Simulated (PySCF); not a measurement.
HfCl2, SMILES [Cl][Hf][Cl] (connectivity only; charge and spin as stated), neutral, multiplicity 3.

Geometry optimised at B3LYP-D3(BJ)/def2-TZVP. The spin state was assumed, not searched. The def2 effective core potentials stand for the cores of Hf; spin–orbit coupling is left out.

Method: TDA-CAM-B3LYP/def2-SVPD in PySCF.

Vertical excitations. Gas-phase values at a fixed geometry.

```csv
state,energy (eV),λ (nm),f,main pairs
root 1,0.21,5805,0.000,α HOMO→LUMO 98 %
root 2,1.35,918,0.000,α HOMO→LUMO+2 98 %
root 3,1.41,877,0.000,α HOMO→LUMO+1 97 %
root 4,1.66,748,0.002,α HOMO−1→LUMO 98 %
root 5,2.23,557,0.000,α HOMO−1→LUMO+2 99 %
root 6,2.29,540,0.002,α HOMO−1→LUMO+1 98 %
root 7,3.29,377,0.017,α HOMO→LUMO+4 91 %
root 8,3.37,368,0.018,α HOMO→LUMO+3 93 %
root 9,4.35,285,0.239,α HOMO−1→LUMO+4 90 %
root 10,4.38,283,0.246,α HOMO−1→LUMO+3 92 %
```
Unrestricted roots are not spin-pure.
